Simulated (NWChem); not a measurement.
Species: Si3H6, singlet; SMILES [SiH3][Si][SiH3]

Low-valent species are run as closed-shell singlets; no triplet was tried in these runs.

Q: Give the equilibrium geometry at PBE0/def2-SVP (NWChem) as a list of bonds and angles, with the point group.

A: point group C2; any orientation.
Bond lengths (Å): Si1–Si2 2.382, Si1–Si6 2.382, Si2–H3 1.507, Si2–H4 1.499, Si2–H5 1.496, Si6–H7 1.507, Si6–H8 1.499, Si6–H9 1.496. Angles (°): Si2–Si1–Si6 89.9, Si1–Si2–H3 100.3, Si1–Si2–H4 117.0, Si1–Si2–H5 114.4, H3–Si2–H4 107.7, H3–Si2–H5 107.8, H4–Si2–H5 108.7, Si1–Si6–H7 100.3, Si1–Si6–H8 117.0, Si1–Si6–H9 114.4, H7–Si6–H8 107.7, H7–Si6–H9 107.8, H8–Si6–H9 108.7.
